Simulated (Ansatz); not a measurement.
Be2Cl5⁻, relaxed as a singlet with RKS PBE-D4/def2-SVPD in Ansatz, starting from the GFN1-xTB geometry. Force threshold 0.02 eV/Å.

The structure comes from a short search, and lower isomers may exist.

Start:

Cartesian coordinates in Å:
```
Be -1.3674 1.3005 0.2397
Be 1.3742 -1.2978 -0.1630
Cl 0.1107 0.0404 0.5294
Cl 3.2145 -1.0922 0.3761
Cl -2.0799 1.5210 -1.5310
Cl 0.7224 -2.7482 -1.2398
Cl -1.9745 2.2763 1.7885
```

```csv
step,energy (eV),largest force component (eV/Å),SCF passes
1,-63382.0192,1.062,14
2,-63382.1275,0.607,17
3,-63382.2115,0.121,24
4,-63382.2618,0.083,16
5,-63382.2954,0.096,17
6,-63382.3042,0.090,18
7,-63382.3129,0.112,17
8,-63382.3272,0.062,16
9,-63382.3362,0.099,16
10 (rejected),-63382.3332,0.246,23
11,-63382.3417,0.104,16
12,-63382.3465,0.074,16
13,-63382.3511,0.117,17
14,-63382.3592,0.177,17
15,-63382.3687,0.231,17
16,-63382.4014,0.209,18
17,-63382.4492,0.222,18
18,-63382.4681,0.502,24
19,-63382.5136,0.030,17
20,-63382.5181,0.152,17
21,-63382.5211,0.149,16
22,-63382.5229,0.062,18
23,-63382.5244,0.002,18
```

Force components are those of the run's own axes.

End:

```xyz
7

Be   -1.003    1.018    0.509
Be    0.852   -0.860   -0.432
Cl    0.160   -0.141    1.612
Cl    2.682   -0.245   -0.735
Cl   -0.591    0.618   -1.384
Cl    0.181   -2.671   -0.722
Cl   -2.281    2.281    1.151
```

Bonds formed: Be2–Cl5 (atoms count from 1). The end is the same structure that another start reached, the lowest one found.

No frequencies were taken in this run, so the end may be a saddle point.

It took 32 s on 4 threads of Arm Neoverse V2 on a shared host.
